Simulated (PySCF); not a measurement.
# Simulated absorption spectrum

C₅H₈F₄O.
SMILES: `FCCCOCC(F)(F)F`

Computed with PySCF 2.14.0, density-fitted response routines, TDDFT PBE0/def2-SVPD, vertical, gas phase, core orbitals frozen in the response. Geometry: PBE0-D3(BJ)/def2-SVP, one conformer, isolated molecule.

Computed states:

```tsv
state	E (eV)	f
S1	7.58	0.016
S2	8.25	0.0076
S3	8.30	0.026
S4	8.51	0.017
S5	8.81	0.0038
S6	8.91	0.0088
S7	9.00	0.0054
S8	9.14	0.0060
S9	9.27	0.015
S10	9.36	0.0021
```

Broadening: Gaussians 0.25 eV wide at half height, area fixed by f = 4.319×10⁻⁹ ∫ε dν̃. The width is an assumption, not a result. The curve ends short of the highest state used, and states not computed would add to its high-energy end.

(1) Give the broadened spectrum and its maxima.

(2) Does any computed singlet lie in the visible range?

(3) Coming from long wavelengths, where does ε first pass 100 L mol⁻¹ cm⁻¹?

Answers

(1) 
```json
{"λ (nm)": "141.6", "ε (L mol⁻¹ cm⁻¹)": "858"}
{"λ (nm)": "142.5", "ε (L mol⁻¹ cm⁻¹)": "742"}
{"λ (nm)": "143.4", "ε (L mol⁻¹ cm⁻¹)": "969"}
{"λ (nm)": "144.2", "ε (L mol⁻¹ cm⁻¹)": "1407"}
{"λ (nm)": "145.1", "ε (L mol⁻¹ cm⁻¹)": "1971"}
{"λ (nm)": "146.0", "ε (L mol⁻¹ cm⁻¹)": "2449"}
{"λ (nm)": "146.8", "ε (L mol⁻¹ cm⁻¹)": "2827"}
{"λ (nm)": "147.7", "ε (L mol⁻¹ cm⁻¹)": "3298"}
{"λ (nm)": "148.6", "ε (L mol⁻¹ cm⁻¹)": "3726"}
{"λ (nm)": "149.4", "ε (L mol⁻¹ cm⁻¹)": "3823"}
{"λ (nm)": "150.3", "ε (L mol⁻¹ cm⁻¹)": "3410"}
{"λ (nm)": "151.2", "ε (L mol⁻¹ cm⁻¹)": "2549"}
{"λ (nm)": "152.1", "ε (L mol⁻¹ cm⁻¹)": "1585"}
{"λ (nm)": "152.9", "ε (L mol⁻¹ cm⁻¹)": "891"}
{"λ (nm)": "153.8", "ε (L mol⁻¹ cm⁻¹)": "394"}
{"λ (nm)": "154.7", "ε (L mol⁻¹ cm⁻¹)": "147"}
{"λ (nm)": "155.5", "ε (L mol⁻¹ cm⁻¹)": "55"}
{"λ (nm)": "156.4", "ε (L mol⁻¹ cm⁻¹)": "23"}
{"λ (nm)": "157.3", "ε (L mol⁻¹ cm⁻¹)": "34"}
{"λ (nm)": "158.2", "ε (L mol⁻¹ cm⁻¹)": "93"}
{"λ (nm)": "159.0", "ε (L mol⁻¹ cm⁻¹)": "212"}
{"λ (nm)": "159.9", "ε (L mol⁻¹ cm⁻¹)": "454"}
{"λ (nm)": "160.8", "ε (L mol⁻¹ cm⁻¹)": "815"}
{"λ (nm)": "161.6", "ε (L mol⁻¹ cm⁻¹)": "1188"}
{"λ (nm)": "162.5", "ε (L mol⁻¹ cm⁻¹)": "1551"}
{"λ (nm)": "163.4", "ε (L mol⁻¹ cm⁻¹)": "1726"}
{"λ (nm)": "164.2", "ε (L mol⁻¹ cm⁻¹)": "1665"}
{"λ (nm)": "165.1", "ε (L mol⁻¹ cm⁻¹)": "1387"}
{"λ (nm)": "166.0", "ε (L mol⁻¹ cm⁻¹)": "999"}
{"λ (nm)": "166.9", "ε (L mol⁻¹ cm⁻¹)": "625"}
{"λ (nm)": "167.7", "ε (L mol⁻¹ cm⁻¹)": "367"}
{"λ (nm)": "168.6", "ε (L mol⁻¹ cm⁻¹)": "178"}
{"λ (nm)": "169.5", "ε (L mol⁻¹ cm⁻¹)": "76"}
{"λ (nm)": "170.3", "ε (L mol⁻¹ cm⁻¹)": "32"}
{"λ (nm)": "171.2", "ε (L mol⁻¹ cm⁻¹)": "11"}
{"λ (nm)": "172.1", "ε (L mol⁻¹ cm⁻¹)": "3"}
```

Maxima: 164 nm (7.58 eV), ε about 1700, made up of S1 (100%); 149 nm (8.31 eV), ε about 3800, made up of S2 (18%) and S3 (74%) (ε in L mol⁻¹ cm⁻¹; maxima over ε = 5, shares over 10%). At its high-energy end, 8.76 eV, the curve is still rising (ε about 880, from S4, S5 and S6).

(2) No computed singlet lies in the visible range (380 to 750 nm); the lowest, at 164 nm, stands 4.32 eV above its violet end (3.26 eV).

(3) At about 169 nm (7.33 eV), 0.25 eV below S1.

All these states lie below the vertical ionisation energy of 10.32 eV (ΔSCF).

Without π bonds the low states are Rydberg-like; a valence basis with one diffuse set may place them up to an eV too high.
